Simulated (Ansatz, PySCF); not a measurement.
C3H8OSi2, SMILES [SiH3][C@H]1OC=C[SiH2]1.

Coordinates come from a B3LYP-D3(BJ)/def2-SVP optimisation. The structure was generated by enumeration; whether it is a known compound was not checked. The values are those of a single conformer.

Vertical ionisation energy (IE) and electron affinity (EA) in eV. Rows of orbital energies are one-electron estimates. Where ΔSCF, EOM or ADC give a negative EA the extra electron is unbound and the value depends on the basis.

| level | IE | EA |
|---|---|---|
| −ε(HOMO), −ε(LUMO), HF/def2-TZVP (PySCF) | ___ | ___ |
| −ε(HOMO), −ε(LUMO), PBE/def2-TZVP (PySCF) | 5.58 | 0.99 |
| ΔSCF, ωB97X-V/def2-SVPD (Ansatz), final states of multiplicity 2 and 2 | 8.79 | -1.81 |
| ΔSCF, PBE/def2-SVPD (Ansatz), final states of multiplicity 2 and 2 | 8.46 | -1.16 |

**Question.** Some entries are withheld; supply them. (Estimate from the structure and the level; the computed values follow.)

**Answer.** 
- −ε(HOMO), −ε(LUMO), HF/def2-TZVP (PySCF), IE: 9.36
- −ε(HOMO), −ε(LUMO), HF/def2-TZVP (PySCF), EA: -3.05

**Question.** What vertical singlet–triplet gap does ΔSCF give with ωB97X-V/def2-SVPD (Ansatz, a first-principles code) and with PBE/def2-SVPD (Ansatz)? (The exact figures need the calculation; the answer reports its results.)

**Answer.** 4.19 and 4.02 eV (triplet above singlet where positive).
